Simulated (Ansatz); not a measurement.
`[CH3][GeH]([Cl])[SeH]` + HCl → `[Cl][GeH]([Cl])[SeH]` + CH₄ at 298.15 K and 1 bar (ligand exchange at a Ge–C bond).

Computed with Ansatz on PBE0-D4/def2-TZVP structures; ΔE is electronic, products minus reactants. CBS: MP2 limit from def2 TZ/QZ plus the TZ coupled-cluster correction, frozen cores. This one scheme is used for every species. For Ge, Se outer-core shells are correlated without core-valence functions, which leaves a few kJ/mol of doubt a bond. Scalar relativity is left out up to krypton. Each species was taken in one conformer, which may not be the lowest.

```json
{"species": "`[CH3][GeH]([Cl])[SeH]`", "CCSD(T)/CBS energy (Eh)": "-4977.73636", "H − E (kJ/mol)": "165.1", "S (J/(mol·K))": "372.3"}
{"species": "HCl", "CCSD(T)/CBS energy (Eh)": "-460.38127", "H − E (kJ/mol)": "26.6", "S (J/(mol·K))": "186.8"}
{"species": "`[Cl][GeH]([Cl])[SeH]`", "CCSD(T)/CBS energy (Eh)": "-5397.68334", "H − E (kJ/mol)": "70.7", "S (J/(mol·K))": "367.3"}
{"species": "CH₄", "CCSD(T)/CBS energy (Eh)": "-40.46206", "H − E (kJ/mol)": "127.4", "S (J/(mol·K))": "186.2"}
```

H − E and S are ideal-gas, rigid-rotor, harmonic terms from PBE0-D4/def2-TZVP, for one conformer and one mirror image of each species. 1 Eh = 2625.50 kJ/mol, R = 8.31446 J/(mol·K).

**Question.** By hand: ΔE, ΔH, ΔS and ΔG.

**Answer.** ΔE = (-5397.68334) + (-40.46206) − (-4977.73636) − (-460.38127) = -0.02777 Eh = -72.9 kJ/mol. Δ(H − E) = 70.7 + 127.4 − 165.1 − 26.6 = 6.4, so ΔH = -66.5 kJ/mol. ΔS = 367.3 + 186.2 − 372.3 − 186.8 = -5.6 J/(mol·K). ΔG = -66.5 − 298.15 × (-5.6)/1000 = -64.8 kJ/mol.

**Question.** By hand: the equilibrium constant, and the temperature at which ΔG would vanish if ΔH and ΔS stayed fixed.

**Answer.** log₁₀ K = −ΔG/(RT ln 10) = 11.4. ΔG = 0 at ΔH/ΔS = 11875 K, far beyond where these terms or the molecules hold.

The number of gas molecules stays the same, so ΔS is small and ΔH decides. A doubt of 5 kJ/mol in ΔE shifts log₁₀ K by 0.9 here. Other conformers and mirror images would add mixing entropy, several J/(mol·K) or more a flexible species. These are equilibria of isolated gas molecules and say nothing of rates. Largest T1 diagnostic: 0.009 (customary marks: 0.02 for closed shells, 0.045 for open ones).
